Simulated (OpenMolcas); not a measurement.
**Fe2+: input and output**

Fe2+ among 6 point charges of -1 e arranged as an octahedron (Oh), 1.95 Å from the ion. With inversion symmetry the input lists one of each pair of outer charges.

Input:

```
&GATEWAY
Coord
1

Fe 0.0 0.0 0.0
Basis=ANO-RCC-VTZP
Group=XYZ
NoMove
AngMom=0.0 0.0 0.0
AMFI
XField
3 Angstrom 0
1.950000 0.000000 0.000000 -1.000000
0.000000 1.950000 0.000000 -1.000000
0.000000 0.000000 1.950000 -1.000000
&SEWARD
* reference wave functions (RASSCF and RASSI steps not shown): 6 electrons in 5 orbitals (3d)
>>> COPY JOB001 $Project.JobIph
&CASPT2
Multistate=5 1 2 3 4 5
NoMult
Frozen=2 3
IPEA=0.25
Imaginary=0.1
MaxIter=60
WThr=0.0 0.3 0.05
PrWF=0.5
NoMix
>>> COPY JOB002 $Project.JobIph
&CASPT2
Multistate=45 1 2 3 4 5 6 7 8 9 10 11 12 13 14 15 16 17 18 19 20 21 22
23 24 25 26 27 28 29 30 31 32 33 34 35 36 37 38 39 40 41 42 43 44 45
NoMult
Frozen=2 3
IPEA=0.25
Imaginary=0.1
MaxIter=60
WThr=0.0 0.3 0.05
PrWF=0.5
NoMix
>>> COPY JOB003 $Project.JobIph
&CASPT2
Multistate=50 1 2 3 4 5 6 7 8 9 10 11 12 13 14 15 16 17 18 19 20 21 22
23 24 25 26 27 28 29 30 31 32 33 34 35 36 37 38 39 40 41 42 43 44 45 46
47 48 49 50
NoMult
Frozen=2 3
IPEA=0.25
Imaginary=0.1
MaxIter=60
WThr=0.0 0.3 0.05
PrWF=0.5
NoMix
```

Launched by
```bash
OMP_NUM_THREADS=1 MOLCAS_MEM=1689 MOLCAS_PROJECT=a pymolcas a.inp > a.log  # once for each step of the input, in one work folder
```

Output, cut to the results:

```
--- CASPT2 ---
Orbital specifications:
      -----------------------

      Symmetry species                           1   2
                                                ag  au
      Frozen orbitals                            2   3
      Inactive orbitals                          1   3
      Active orbitals                            5   0
      Secondary orbitals                        22  23
      Deleted orbitals                           0   0
      Number of basis functions                 30  29
Type of calculation                        SS-CASPT2
      Fock operator                              state-specific
      IPEA shift                                 0.25
      Real shift                                 0.00
      Imaginary shift                            0.10
      The input orbitals will be transformed to quasi-canonical
Reference energy:       -1273.7928889893
      E2 (Non-variational):      -0.4542402915
      Shift correction:          -0.0001734347
      E2 (Variational):          -0.4544137261
      Total energy:           -1274.2473027154
      Residual norm:              0.0000002644
      Reference weight:           0.94017
      Contributions to the CASPT2 correlation energy
      Active & Virtual Only:         -0.1367025992
      One Inactive Excited:          -0.2199728501
      Two Inactive Excited:          -0.0975648421
Reference energy:       -1273.7928889893
      E2 (Non-variational):      -0.4539951074
      Shift correction:          -0.0001679400
      E2 (Variational):          -0.4541630474
      Total energy:           -1274.2470520367
      Residual norm:              0.0000001751
      Reference weight:           0.94043
      Contributions to the CASPT2 correlation energy
      Active & Virtual Only:         -0.1365275290
      One Inactive Excited:          -0.2199227236
      Two Inactive Excited:          -0.0975448549
::    CASPT2 Root  1     Total energy:  -1274.24730272
::    CASPT2 Root  2     Total energy:  -1274.24705204
::    CASPT2 Root  3     Total energy:  -1274.24730360
::    CASPT2 Root  4     Total energy:  -1274.22983603
::    CASPT2 Root  5     Total energy:  -1274.22984768
--- CASPT2 ---
Orbital specifications:
      -----------------------

      Symmetry species                           1   2
                                                ag  au
      Frozen orbitals                            2   3
      Inactive orbitals                          1   3
      Active orbitals                            5   0
      Secondary orbitals                        22  23
      Deleted orbitals                           0   0
      Number of basis functions                 30  29
Type of calculation                        SS-CASPT2
      Fock operator                              state-specific
      IPEA shift                                 0.25
      Real shift                                 0.00
      Imaginary shift                            0.10
      The input orbitals will be transformed to quasi-canonical
Reference energy:       -1273.6959703213
      E2 (Non-variational):      -0.4617360567
      Shift correction:          -0.0001510442
      E2 (Variational):          -0.4618871008
      Total energy:           -1274.1578574221
      Residual norm:              0.0000009042
      Reference weight:           0.94017
      Contributions to the CASPT2 correlation energy
      Active & Virtual Only:         -0.1399498400
      One Inactive Excited:          -0.2264283760
      Two Inactive Excited:          -0.0953578407
Reference energy:       -1273.6959703212
      E2 (Non-variational):      -0.4618485887
      Shift correction:          -0.0001517328
      E2 (Variational):          -0.4620003216
      Total energy:           -1274.1579706428
      Residual norm:              0.0000009337
      Reference weight:           0.94011
      Contributions to the CASPT2 correlation energy
      Active & Virtual Only:         -0.1400234050
      One Inactive Excited:          -0.2264465406
      Two Inactive Excited:          -0.0953786431
::    CASPT2 Root  1     Total energy:  -1274.15785742
::    CASPT2 Root  2     Total energy:  -1274.15797064
::    CASPT2 Root  3     Total energy:  -1274.15797065
::    CASPT2 Root  4     Total energy:  -1274.15550636
::    CASPT2 Root  5     Total energy:  -1274.15550798
::    CASPT2 Root  6     Total energy:  -1274.15564427
::    CASPT2 Root  7     Total energy:  -1274.15111421
::    CASPT2 Root  8     Total energy:  -1274.15096273
::    CASPT2 Root  9     Total energy:  -1274.15075873
::    CASPT2 Root 10     Total energy:  -1274.14567586
::    CASPT2 Root 11     Total energy:  -1274.14527427
::    CASPT2 Root 12     Total energy:  -1274.14791648
::    CASPT2 Root 13     Total energy:  -1274.14791628
::    CASPT2 Root 14     Total energy:  -1274.14793669
::    CASPT2 Root 15     Total energy:  -1274.14185053
::    CASPT2 Root 16     Total energy:  -1274.14182212
::    CASPT2 Root 17     Total energy:  -1274.14177284
::    CASPT2 Root 18     Total energy:  -1274.13744335
::    CASPT2 Root 19     Total energy:  -1274.13519757
::    CASPT2 Root 20     Total energy:  -1274.13518871
::    CASPT2 Root 21     Total energy:  -1274.13549890
::    CASPT2 Root 22     Total energy:  -1274.13485029
::    CASPT2 Root 23     Total energy:  -1274.13484973
::    CASPT2 Root 24     Total energy:  -1274.13484878
::    CASPT2 Root 25     Total energy:  -1274.12623681
::    CASPT2 Root 26     Total energy:  -1274.12591850
::    CASPT2 Root 27     Total energy:  -1274.11992382
::    CASPT2 Root 28     Total energy:  -1274.11518512
::    CASPT2 Root 29     Total energy:  -1274.11512033
::    CASPT2 Root 30     Total energy:  -1274.11512040
--- CASPT2 ---
Orbital specifications:
      -----------------------

      Symmetry species                           1   2
                                                ag  au
      Frozen orbitals                            2   3
...
```

Spin-orbit levels above the lowest (labels of O, the rotations of Oh), with the averaged single-state CASPT2 energies on the diagonal:

```csv
E (cm-1),Degeneracy,Label,2S+1
0,3,T2,5
180,2,E,5
200,3,T1,5
450,1,A1,5
500,3,T1,5
530,3,T2,5
4140,1,A2,5
4160,3,T2,5
4170,2,E,5
4180,3,T1,5
4200,1,A1,5
19710,2,E,3
19750,3,T2,3
20020,3,T1,3
20020,1,A1,3
20270,1,A2,3
20360,3,T2,3
20490,3,T1,3
20540,2,E,3
21350,2,E,3
```

Roots that are degenerate in the reference are averaged as groups; the widest CASPT2 spread within a group is 260 cm-1 (the 3-fold group of multiplicity 1 near 32600 cm-1 above the lowest state of its run). Shifts and gaps below about the spread of the groups concerned are not significant. An orbital triplet at a regular site is open to Jahn-Teller coupling, which can distort the site and quench the lowest spin-orbit gaps and is left out. The ground term spreads over less than 5000 cm-1, several times less than with real ligands, so orbital moments are less quenched and χT lies further from the spin-only value than at real sites. Free-ion shares, where given, are those of the reference states; single-state CASPT2 does not remix them. Point charges carry no covalency, so the field is a model and not that of real ligands. No measured value stands beside these numbers.
